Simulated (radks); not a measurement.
Results of a calculation; reference values are marked as such.
Question: Level of theory: non-relativistic Kohn-Sham, LB94 model potential, spin-polarised, spherical densities, point nucleus; open shells are filled with parallel spins first (spin-orbit coupling, left out, can overturn this in heavy ions) (a radial shooting solver on a logarithmic mesh with Libxc functionals). Response by self-consistent Sternheimer equations with the Hartree and adiabatic LDA kernel. For heavy and open-shell atoms this level of theory can miss by tens of per cent. Rank Ru2+, C, Ti+, Br+, Mn3+, Co2+, Al3+, Co, B3+ (NIST ground configurations) by static dipole polarisability, largest first.

Answer: Co 41.52, Ti+ 37.94, Br+ 12.33, C 11.92, Ru2+ 7.623, Co2+ 3.134, Mn3+ 1.964, Al3+ 0.2790, B3+ 0.02021 bohr^3.
